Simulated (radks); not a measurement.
Problem. Valence configurations of the silicon ion Si+ (all share [Ne]). Calculated with a radial shooting solver on a logarithmic mesh with Libxc functionals: Dirac Kohn-Sham, PBE, spin-unpolarised, spherical densities, finite nucleus; open shells fill j = l - 1/2 first; Fermi nuclear charge, rms radius 3.1224 fm. Order these by energy: 3p3; 3s1 3p2; 3s2 3p1; 3s1.5 3p1.5; 3s0.5 3p2.5.

Solution. From the lowest, in eV above it: 3s2 3p1 0.000; 3s1.5 3p1.5 3.688; 3s1 3p2 7.401; 3s0.5 3p2.5 11.159; 3p3 14.940. NIST lists [Ne] 3s2 3p1 as the ground configuration; this level of theory agrees among the configurations tried. The energies are those of spherical spin-averaged densities, not of single terms.
